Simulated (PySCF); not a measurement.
Job file and geometry (Å, from PBE0-D3(BJ)/def2-SVP) of an NMR shielding run on `InChI=1S/C2H12SSi5/c1-2(3)8-6-4-5-7-8/h8H,4-7H2,1H3`, PySCF 2.14.0, density-fitted response routines, GIAO KT3/pcSseg-1 NMR shielding, non-relativistic, gas phase; density fitting, a coarse starting grid and PySCF grid level 2 are the driver's defaults:

```
$ OMP_NUM_THREADS=1 python probes_run.py task.json out

{"job": {"kind": "nmr", "xc": "KT3", "basis": "pcSseg-1", "pop": false}, "charge": 0, "multiplicity": 1}
C     -3.239788     0.175374     0.446396
C     -1.751311     0.141228     0.411738
S     -0.820559     0.455289     1.720935
Si    -0.796146    -0.268289    -1.182055
Si     0.641171     1.570404    -1.450569
Si     2.252555     1.291111     0.250941
Si     2.237921    -0.993403     0.830140
Si     0.627047    -2.026926    -0.549619
H     -3.643656    -0.800338     0.124848
H     -3.623064     0.424981     1.445871
H     -3.611669     0.910999    -0.288293
H     -1.722701    -0.549745    -2.325767
H      1.294292     1.510583    -2.797944
H     -0.115881     2.857171    -1.340495
H      3.596009     1.678551    -0.295364
H      1.964626     2.172726     1.422176
H      1.937067    -1.208915     2.277350
H      3.576896    -1.608800     0.543477
H     -0.138621    -3.110638     0.143249
H      1.284919    -2.605246    -1.765477
```

**Question.** What does the program print?

**Answer.** 
```
coarse grid: 19360 points
cycle   1  E = -1944.5803496036  dE =  2.026e-01  |g| = 3.916e-01  |ddm| = 4.308e+00
cycle   2  E = -1944.5454845442  dE =  3.487e-02  |g| = 4.924e-01  |ddm| = 1.244e+00
cycle   3  E = -1944.6050676041  dE = -5.958e-02  |g| = 2.155e-01  |ddm| = 1.036e+00
cycle   4  E = -1944.6193058203  dE = -1.424e-02  |g| = 9.162e-02  |ddm| = 4.012e-01
cycle   5  E = -1944.6216738800  dE = -2.368e-03  |g| = 1.829e-02  |ddm| = 1.212e-01
cycle   6  E = -1944.6217897144  dE = -1.158e-04  |g| = 5.872e-03  |ddm| = 4.275e-02
cycle   7  E = -1944.6218003021  dE = -1.059e-05  |g| = 1.037e-03  |ddm| = 9.291e-03
cycle   8  E = -1944.6218006279  dE = -3.258e-07  |g| = 2.854e-04  |ddm| = 2.093e-03
final grid: 158256 points
cycle   9  E = -1944.7442318828  dE = -2.504e-04  |g| = 2.264e-02  |ddm| = 4.500e-02
cycle  10  E = -1944.7441990382  dE =  3.284e-05  |g| = 1.745e-02  |ddm| = 2.967e-02
cycle  11  E = -1944.7441951497  dE =  3.889e-06  |g| = 1.531e-02  |ddm| = 3.475e-02
cycle  12  E = -1944.7442623993  dE = -6.725e-05  |g| = 3.420e-03  |ddm| = 1.958e-02
cycle  13  E = -1944.7442667193  dE = -4.320e-06  |g| = 3.203e-04  |ddm| = 6.553e-03
cycle  14  E = -1944.7442667558  dE = -3.645e-08  |g| = 1.111e-04  |ddm| = 8.799e-04
cycle  15  E = -1944.7442667608  dE = -4.959e-09  |g| = 2.563e-05  |ddm| = 3.123e-04
cycle  16  E = -1944.7442667610  dE = -2.219e-10  |g| = 6.202e-06  |ddm| = 6.742e-05
converged SCF energy = -1944.7442667610

GIAO shielding tensors (ppm)
atom      isotropic    diamagn.    paramagn.     s11        s22        s33       span
  0 C      131.824     247.019    -115.195    102.022    120.956    172.494     70.472
  1 C     -112.899     268.115    -381.015   -300.034   -189.444    150.779    450.813
  2 S     -505.785    1063.013   -1568.798  -1713.390   -369.008    565.042   2278.432
  3 Si     415.766     885.749    -469.983    375.426    413.553    458.321     82.895
  4 Si     448.799     883.087    -434.287    413.937    458.694    473.768     59.831
  5 Si     467.241     881.918    -414.677    444.020    471.715    485.989     41.969
  6 Si     466.913     881.898    -414.985    444.681    470.978    485.079     40.398
  7 Si     448.898     883.077    -434.180    413.717    459.160    473.817     60.101
  8 H       27.697      28.229      -0.532     24.964     27.639     30.486      5.522
  9 H       28.501      28.808      -0.306     25.894     26.917     32.693      6.799
 10 H       27.715      28.187      -0.473     25.002     27.639     30.503      5.500
 11 H       26.292      31.435      -5.143     22.753     24.760     31.363      8.610
 12 H       27.876      29.903      -2.027     24.272     25.214     34.142      9.871
 13 H       27.816      29.882      -2.067     24.151     25.636     33.659      9.508
 14 H       27.555      28.995      -1.440     23.572     24.849     34.245     10.674
 15 H       27.614      29.885      -2.270     24.485     24.922     33.436      8.951
 16 H       27.593      29.903      -2.311     24.447     24.921     33.410      8.963
 17 H       27.547      29.006      -1.459     23.572     24.820     34.249     10.677
 18 H       27.805      29.875      -2.070     24.140     25.606     33.670      9.530
 19 H       27.885      29.922      -2.038     24.297     25.218     34.139      9.842
```

**Question.** Turn these shieldings into chemical shifts. References, each an isolated molecule treated in the same way: TMS for 13C (σ = 182.31 ppm), 29Si (σ = 365.51 ppm), 1H (σ = 31.32 ppm); 33S (σ = 516.28 ppm) against CS2.

**Answer.** Averaging equivalent atoms: C 1: 295.2; C 0: 50.5; S 2: 1022; Si 3: -50.3; Si 4/7: -83.3; Si 5/6: -101.6; H 11: 5.03; H 14/17: 3.77; H 15/16: 3.72; H 13/18: 3.51; H 12/19: 3.44; H 8/9/10: 3.35 ppm. 

Size and cost of the density-fitted run: 238 basis functions, 3.3 min wall time on 1 thread of an Intel Xeon, shared host; peak memory 1.1 GiB.
